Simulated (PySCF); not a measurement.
Molecule: `C1CCCC(Cl)C1`, C6H11Cl.

Bonds (- single, = double, # triple, : aromatic): Cl1-C2, C2-C3, C3-C4, C4-C5, C5-C6, C6-C7, C7-C2. C2 carries H8; C3 carries H9, H10; C4 carries H11, H12; C5 carries H13, H14; C6 carries H15, H16; C7 carries H17, H18. H9, H11, H13, H15, H17 are cis to Cl1 on the ring; H10, H12, H14, H16, H18 are trans to Cl1 on the ring.

Geometry PBE0-D3(BJ)/def2-SVP throughout; GIAO in PySCF, gas phase, one conformer, non-relativistic; equivalent atoms averaged; functional PBE0.

Task: How do the shifts δ (against HCl, TMS at the same level) depend on the basis set? (a selection of nuclei; ppm; last column core-seconds on shared hosts with different chips, so compare them loosely)

Result: 
```
    basis set  functions    Cl1  C3/C7    H8  H9/H17   H13  H11/H15  H12/H16  H10/H18   H14  core-s
       STO-3G         50   44.5   29.6  2.73    1.34  1.05     1.04     0.97     0.89  0.62     5.5
     pcSseg-0         89  116.9   35.4  3.85    1.70  1.44     1.86     1.14     1.40  1.00      34
        6-31G         89   87.2   34.3  4.23    1.89  1.67     2.19     1.34     1.73  1.34      11
       6-31G*        124   93.7   33.3  4.17    1.84  1.63     2.05     1.33     1.58  1.28      17
      cc-pVDZ        157  120.0   36.0  4.09    1.79  1.57     1.88     1.24     1.46  1.08      63
     def2-SVP        157  116.5   33.4  3.98    1.69  1.44     1.80     1.13     1.31  0.95      61
     pcSseg-1        181  139.0   36.4  4.13    1.81  1.59     1.92     1.27     1.46  1.06      23
6-311+G(2d,p)        263  141.8   36.1  4.40    1.95  1.70     2.00     1.39     1.59  1.17      54
  aug-cc-pVDZ        264  129.3   35.9  4.47    2.04  1.78     2.06     1.45     1.67  1.24     130
    def2-TZVP        289  140.6   37.0  4.37    1.93  1.70     2.01     1.37     1.62  1.19     160
```

Task: Which nucleus among those listed moves most, in ppm?

Result: Cl1 (chlorine bonded to C): from 44.5 ppm with STO-3G to 141.8 ppm with 6-311+G(2d,p). The smallest spread is 0.49 ppm, at H12/H16. Proton shifts span only some 12 ppm, so a few tenths of a ppm matter as much there as several ppm in carbon.

Task: Taking the largest basis, def2-TZVP (289 functions), as the yardstick, rank the others by their worst heavy-atom deviation.

Result: 6-311+G(2d,p) 1.2 ppm (263 functions), pcSseg-1 1.5 ppm (181 functions), aug-cc-pVDZ 11.3 ppm (264 functions), cc-pVDZ 20.6 ppm (157 functions), pcSseg-0 23.7 ppm (89 functions), def2-SVP 24.1 ppm (157 functions), 6-31G* 46.8 ppm (124 functions), 6-31G 53.4 ppm (89 functions), STO-3G 96.1 ppm (50 functions).

A small basis that lands close on one nucleus may do so by chance; judge by the trend and by all nuclei.
